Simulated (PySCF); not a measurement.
Isomers of C8H7F, one GFN2-xTB conformer each. Single-point energies are computed at PBE0/pcSseg-1 (PySCF, gas phase, no added dispersion term), electronic only.

Problem. Rank them by PBE0/pcSseg-1 energy, lowest first (kJ/mol).
A. `[CH2:1]=[CH:2][c:3]1[cH:4][cH:5][cH:6][c:7]([F:8])[cH:9]1` with C1–C2–C3–C4 180°
B. `[CH:1]#[C:2]/[C:3]([F:4])=[CH:5]\[CH:6]=[CH:7]/[CH:8]=[CH2:9]` with C3–C5–C6–C7 180°, C6–C7–C8–C9 180°

Solution. A (0.0), B (302.1).

As drawn, the lower has an aromatic ring, which the higher lacks; the higher has a C≡C bond, which the lower lacks. GFN2-xTB itself gives, in the same order: 0.0, 284.5. Both levels put the same isomer lowest.

Problem. Which frontier levels, dipoles and rotational constants go with these structures?

Solution. 
| SMILES | HOMO (eV, PBE0/pcSseg-1) | LUMO (eV) | dipole (D) | A, B, C (MHz) |
| --- | --- | --- | --- | --- |
| C=Cc1cccc(F)c1 | -6.85 | -1.35 | 1.56 | 2920, 1274, 887.1 |
| C#C/C(F)=C\C=C/C=C | -6.25 | -1.94 | 1.81 | 4011, 689.1, 588.0 |
